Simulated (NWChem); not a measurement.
System: C₂H₇NSi; SMILES C(/[SiH3])=N/C

The following NWChem deck was run.

```
start job
memory heap 200 mb stack 900 mb global 1100 mb
geometry units angstroms noautoz
  C     -0.771518    -1.729195     0.089698
  N      0.618430    -1.323459     0.159885
  C      0.926207    -0.087838     0.084110
  Si    -0.197430     1.454697    -0.121719
  H     -1.495018    -0.905302    -0.029348
  H     -0.892382    -2.424356    -0.749757
  H     -1.021561    -2.284748     1.001500
  H      2.001602     0.125489     0.146436
  H     -0.975909     1.413935    -1.389589
  H     -1.152886     1.605161     1.009497
  H      0.699618     2.639614    -0.149992
end
basis spherical
  * library def2-tzvp
end
dft
  xc xpbe96 cpbe96
  iterations 150
  semidirect filesize 400000000
  mulliken
end
task dft energy
```

Excerpt of the output:

```
             Northwest Computational Chemistry Package (NWChem) 7.3.0
             --------------------------------------------------------

 CS  symmetry detected

                             Geometry "geometry" -> ""
                             -------------------------

 Output coordinates in angstroms (scale by  1.889725989 to convert to a.u.)

  No.       Tag          Charge          X              Y              Z
 ---- ---------------- ---------- -------------- -------------- --------------
    1 C                    6.0000    -0.76339312    -1.74016766     0.00000000
    2 N                    7.0000     0.62993992    -1.34000971     0.00000000
    3 C                    6.0000     0.93741026    -0.10199122     0.00000000
    4 Si                  14.0000    -0.19068838     1.45098444     0.00000000
    5 H                    1.0000    -1.48961056    -0.91008808     0.00000000
    6 H                    1.0000    -0.94877076    -2.36659246    -0.88077788
    7 H                    1.0000    -0.94877076    -2.36659246     0.88077788
    8 H                    1.0000     2.01551741     0.10670070     0.00000000
    9 H                    1.0000    -1.06005166     1.51029154    -1.20659665
   10 H                    1.0000    -1.06005166     1.51029154     1.20659665
   11 H                    1.0000     0.70769307     2.63522831     0.00000000

 Effective nuclear repulsion energy (a.u.)     155.3359339845

      Symmetry information
      --------------------

 Group name             Cs
 Group number              2
 Group order               2
 No. of unique centers     9

  pbe96 is a nonlocal functional; adding pw91lda local functional.

                                 NWChem DFT Module
                                 -----------------

 Summary of "ao basis" -> "ao basis" (spherical)
 ------------------------------------------------------------------------------
       Tag                 Description            Shells   Functions and Types
 ---------------- ------------------------------  ------  ---------------------
 C                         def2-tzvp                11       31   5s3p2d1f
 N                         def2-tzvp                11       31   5s3p2d1f
 Si                        def2-tzvp                13       37   5s5p2d1f
 H                         def2-tzvp                 4        6   3s1p

      Symmetry analysis of basis
      --------------------------

        a'        115
        a"         57

            General Information
            -------------------
          SCF calculation type: DFT
          Wavefunction type:  closed shell.
          No. of atoms     :    11
          No. of electrons :    40
           Alpha electrons :    20
            Beta electrons :    20
          Charge           :     0
          Spin multiplicity:     1
          Use of symmetry is: on ; symmetry adaption is: on
          Maximum number of iterations: 150
          AO basis - number of functions:   172
                     number of shells:    74
          Convergence on energy requested:  1.00D-06
          Convergence on density requested:  1.00D-05
          Convergence on gradient requested:  5.00D-04

              XC Information
              --------------
          PerdewBurkeErnzerhof Exchange Functional  1.000
            Perdew 1991 LDA Correlation Functional  1.000 local
           PerdewBurkeErnz. Correlation Functional  1.000 non-local

             Grid Information
             ----------------
          Grid used for XC integration:  medium
          Radial quadrature: Mura-Knowles
          Angular quadrature: Lebedev.
          Tag              B.-S. Rad. Rad. Pts. Rad. Cut. Ang. Pts.
          ---              ---------- --------- --------- ---------
          C                   0.70       49          12.0       434
          N                   0.65       49          11.0       434
          Si                  1.10       88          11.0       590
          H                   0.35       45          13.0       434
          Grid pruning is: on
          Number of quadrature shells:   460
          Spatial weights used:  Erf1

      Superposition of Atomic Density Guess
      -------------------------------------

 Sum of atomic energies:        -421.98828312

      Non-variational initial energy
      ------------------------------

 Total energy =    -424.043762
 1-e energy   =    -886.816476
 2-e energy   =     307.436779
 HOMO         =      -0.279393
 LUMO         =      -0.046330

      Symmetry analysis of molecular orbitals - initial
      -------------------------------------------------

  Numbering of irreducible representations:

     1 a'          2 a"

  Orbital symmetries:

     1 a'          2 a'          3 a'          4 a'          5 a'
     6 a'          7 a"          8 a'          9 a'         10 a'
    11 a'         12 a'         13 a'         14 a"         15 a'
    16 a"         17 a'         18 a'         19 a"         20 a'
    21 a"         22 a'         23 a'         24 a'         25 a"
    26 a'         27 a'         28 a'         29 a"         30 a'

------------------------------------------------------------
EAF file 0: "./job.aoints.0" size=285736960 bytes
------------------------------------------------------------
               write      read    awrite     aread      wait
               -----      ----    ------     -----      ----
     calls:      545         0         0         0         0
   data(b): 2.86e+08  0.00e+00  0.00e+00  0.00e+00
   time(s): 0.00e+00  0.00e+00  0.00e+00  0.00e+00  0.00e+00
rate(mb/s): 0.00e+00  0.00e+00
------------------------------------------------------------

     ---------------------------------------------
      Total Density - Mulliken Population Analysis
     ---------------------------------------------

    Atom       Charge   Shell Charges
 -----------   ------   -------------------------------------------------------
    1 C    6     6.31   0.86  1.12  0.55  0.65  0.12  1.20  1.33  0.40  0.02  0.05  0.00
    2 N    7     7.45   0.82  1.16  0.59  0.87  0.20  1.48  1.70  0.56  0.01  0.05  0.00
    3 C    6     6.00   0.86  1.12  0.56  0.67  0.12  1.09  1.17  0.33  0.02  0.06  0.01
    4 Si  14    13.73   2.00  0.59  1.39  0.88  0.49  4.12  1.73  0.52  1.34  0.50  0.08  0.08  0.01
    5 H    1     0.86   0.24  0.45  0.15  0.02
    6 H    1     0.84   0.24  0.45  0.13  0.02
    7 H    1     0.84   0.24  0.45  0.13  0.02
    8 H    1     0.86   0.24  0.46  0.13  0.02
    9 H    1     1.03   0.23  0.54  0.26  0.01
   10 H    1     1.03   0.23  0.54  0.26  0.01
   11 H    1     1.05   0.23  0.55  0.26  0.01

   convergence    iter        energy       DeltaE   RMS-Dens  Diis-err
 ---------------- ----- ----------------- --------- --------- ---------
 d= 0,ls=0.0,diis     1   -424.2960896346 -5.80D+02  5.42D-03  8.95D-01
 d= 0,ls=0.0,diis     2   -424.2030647099  9.30D-02  5.19D-03  1.21D+00
 d= 0,ls=0.0,diis     3   -424.2565647786 -5.35D-02  2.07D-03  8.70D-01
 d= 0,ls=0.0,diis     4   -424.3525775837 -9.60D-02  5.23D-04  1.05D-02
 d= 0,ls=0.0,diis     5   -424.3537281282 -1.15D-03  1.79D-04  2.59D-03
  Resetting Diis
 d= 0,ls=0.0,diis     6   -424.3540353079 -3.07D-04  5.13D-05  1.41D-04
 d= 0,ls=0.0,diis     7   -424.3540562385 -2.09D-05  2.60D-05  9.29D-06
 d= 0,ls=0.0,diis     8   -424.3540547808  1.46D-06  1.67D-05  2.24D-05
 d= 0,ls=0.0,diis     9   -424.3540570833 -2.30D-06  4.66D-06  1.92D-06
 d= 0,ls=0.0,diis    10   -424.3540572604 -1.77D-07  1.22D-06  2.62D-07

         Total DFT energy =     -424.354057260389
      One electron energy =     -890.681508180844
           Coulomb energy =      351.891359187104
    Exchange-Corr. energy =      -40.899842251114
 Nuclear repulsion energy =      155.335933984465

 Numeric. integr. density =       40.000030078231

                  Occupations of the irreducible representations
                  ----------------------------------------------

                     irrep           alpha         beta
                     --------     --------     --------
                     a'               16.0         16.0
                     a"                4.0          4.0

                       DFT Final Molecular Orbital Analysis
                       ------------------------------------

 Vector   18  Occ=2.000000D+00  E=-3.101697D-01  Symmetry=a'
              MO Center=  6.2D-02,  1.9D+00, -6.2D-14, r^2= 2.5D+00
   Bfn.  Coefficient  Atom+Function         Bfn.  Coefficient  Atom+Function
  ----- ------------  ---------------      ----- ------------  ---------------
   168      0.266427  11 H  s               108      0.241001   4 Si px
   109      0.166589   4 Si py              167      0.165696  11 H  s
   169      0.162875  11 H  s               156     -0.128037   9 H  s
   162     -0.128037  10 H  s                99     -0.105976   4 Si px
   105      0.102558   4 Si px              111      0.088710   4 Si px

 Vector   19  Occ=2.000000D+00  E=-2.750615D-01  Symmetry=a"
              MO Center=  2.1D-01, -6.5D-01,  1.5D-14, r^2= 3.2D+00
   Bfn.  Coefficient  Atom+Function         Bfn.  Coefficient  Atom+Function
  ----- ------------  ---------------      ----- ------------  ---------------
    39      0.268396   2 N  pz               70      0.253053   3 C  pz
    42      0.226081   2 N  pz               73      0.216438   3 C  pz
    45      0.142439   2 N  pz                8     -0.135164   1 C  pz
    76      0.132519   3 C  pz              138      0.119986   6 H  s
   144     -0.119986   7 H  s               156      0.099970   9 H  s

[...]
```

Level: PBE/def2-TZVP. All runs use the structure optimised with B3LYP/6-31G* (spherical d).
